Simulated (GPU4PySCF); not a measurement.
A structure optimised at ωB97X-D3(BJ)/def2-TZVP, used in a GPU4PySCF frequency run:

```xyz
26

Co    -0.7274     0.2301     0.2616
O     -1.0625    -2.2037     1.7944
C     -0.9284    -1.2672     1.1484
O     -3.5448     1.0519     0.3150
C     -2.4541     0.7318     0.2723
O      0.3419     2.6469     1.4453
C     -0.0673     1.7070     0.9337
C     -0.0854    -0.2829    -4.2295
C     -0.3252    -0.1095    -2.8018
N     -0.5015     0.0227    -1.6791
H      0.7075    -1.0173    -4.3786
H      0.2175     0.6680    -4.6699
H     -0.9962    -0.6325    -4.7171
Si     1.4953    -0.4019     0.4333
C      1.7533    -2.1064    -0.3320
C      2.1295    -0.4606     2.2003
C      2.5928     0.7865    -0.5360
H      2.8220    -2.3428    -0.3587
H      1.2498    -2.8867     0.2434
H      1.3735    -2.1479    -1.3560
H      1.5612    -1.1757     2.8005
H      2.0515     0.5182     2.6804
H      3.1811    -0.7635     2.2187
H      2.6032     1.7821    -0.0865
H      2.2575     0.8895    -1.5712
H      3.6216     0.4122    -0.5508
```
Charge 0, spin multiplicity 1.

Problem. Write its SMILES and formula.

Solution. CC#[N]->[Co](<-[C-]#[O+])(<-[C-]#[O+])(<-[C-]#[O+])[Si](C)(C)C, C8H12CoNO3Si

Problem. What are its rotational constants (standard atomic weights)?

Solution. 0.52480, 0.50725, 0.39624 GHz
